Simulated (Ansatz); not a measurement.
Molecule: LaCl$_{3}$, charge 0, multiplicity 1. SMILES: [Cl][La]([Cl])[Cl]
Geometry from a B3LYP-D3(BJ)/def2-TZVP (Ansatz, an electronic-structure program) optimisation:
```xyz
4

La    -0.0590     0.0674     0.1786
Cl    -2.1610    -1.3695    -0.4467
Cl     0.2495     2.3591    -1.0572
Cl     2.1092    -1.2154     0.9052
```
Charge 0, spin multiplicity 1.

Parts of the frozen-core correlation energy in def2-SVP (Ansatz, hartree). Frozen orbitals: 19; correlated occupied orbitals by spin: 12 and 12; virtual: 55 and 55. No spin-orbit coupling. Past Kr the def2 sets carry scalar-relativistic core potentials.

| term | value |
|---|---|
| reference (HF) | -1409.51172 |
| MP2 opposite-spin | -0.31761 |
| MP2 same-spin | … |
| CCSD correlation | … |
| (T) | … |
| T1 diagnostic | 0.012 |
| largest doubles amplitude | 0.014 |

Problem. Fill in the missing entries.

Solution. 
- MP2 same-spin, value: -0.11977
- CCSD correlation, value: -0.47107
- (T), value: -0.00985
